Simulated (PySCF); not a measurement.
A PySCF script (with the pyscf-properties extension) for the NMR shieldings of SMILES CCCB1OCOC=C1[SiH3], C$_{6}$H$_{13}$BO$_{2}$Si, on a GFN2-xTB geometry:

```python
import basis_set_exchange as bse
import numpy as np
from pyscf import gto, dft
from pyscf.prop import nmr

atoms = """
C     3.283519    0.363206   -0.576034
C     1.803521    0.047064   -0.756629
C     1.162828   -0.453771    0.546727
B    -0.392655   -0.720658    0.364709
O    -0.796733   -1.989855    0.119014
C    -2.151173   -2.248356   -0.067863
O    -2.866205   -1.241165   -0.730147
C    -2.578768    0.036824   -0.351471
C    -1.463113    0.413462    0.286189
Si   -1.220852    2.197100    0.803796
H     3.418754    1.126532    0.187504
H     3.713805    0.726894   -1.506876
H     3.829700   -0.526461   -0.270121
H     1.279886    0.943913   -1.094995
H     1.685986   -0.715386   -1.529402
H     1.683638   -1.361276    0.855972
H     1.332000    0.301482    1.317304
H    -2.613723   -2.421662    0.924665
H    -2.255312   -3.151538   -0.680797
H    -3.369310    0.702041   -0.678427
H    -0.044684    2.784669    0.156258
H    -1.034040    2.247150    2.258624
H    -2.411825    2.966776    0.432078
"""
names = dict.fromkeys(["C", "B", "O", "Si", "H"], "pcSseg-1")
basis = {el: gto.basis.parse(bse.get_basis(n, elements=[el], fmt="nwchem")) for el, n in names.items()}
mol = gto.M(atom=atoms, basis=basis, charge=0, verbose=0)
mf = dft.RKS(mol, xc="PBE0")
mf.grids.level = 2
mf.grids.alignment = dft.numint.BLKSIZE   # the property module wants whole blocks of grid points
mf.conv_tol = 1e-9
mf.kernel()

calc = nmr.RKS(mf)   # GIAO
C = mf.mo_coeff
Co = C[:, mf.mo_occ > 0]
resp = mf.gen_response(singlet=True, hermi=2)
def vind(x):   # induced exchange potential for any number of trial vectors
    d = np.einsum("pi,xij,qj->xpq", C, 2 * x.reshape(-1, C.shape[1], Co.shape[1]), Co, optimize=True)
    return np.einsum("xpq,pi,qj->xij", resp(d - d.transpose(0, 2, 1)), C, Co, optimize=True).ravel()
mo1, _ = nmr.rhf.solve_mo1(calc, with_cphf=vind)
sigma = calc.kernel(mo1)
for i, s in enumerate(sigma):   # ppm
    print("%2d %-2s %9.2f" % (i, mol.atom_pure_symbol(i), np.trace(s) / 3))
```

Question: Give the expected output.

Answer: 
```
 0 C     165.91
 1 C     164.43
 2 C     160.12
 3 B      59.73
 4 O     157.08
 5 C      96.81
 6 O     156.28
 7 C      14.02
 8 C      81.01
 9 Si    423.64
10 H      30.75
11 H      30.37
12 H      30.70
13 H      30.29
14 H      30.53
15 H      30.81
16 H      30.87
17 H      26.04
18 H      25.89
19 H      24.48
20 H      27.33
21 H      27.40
22 H      27.73
```

These numbers come from an equivalent density-fitted implementation of the same equations, which agrees with the script to about 0.01 ppm for H and up to a few tenths of a ppm for heavy atoms, so last digits may differ.

Size and cost of the density-fitted run: 242 basis functions, 120 s wall time on 1 thread of an Arm Neoverse N1, shared host; peak memory 1.2 GiB.
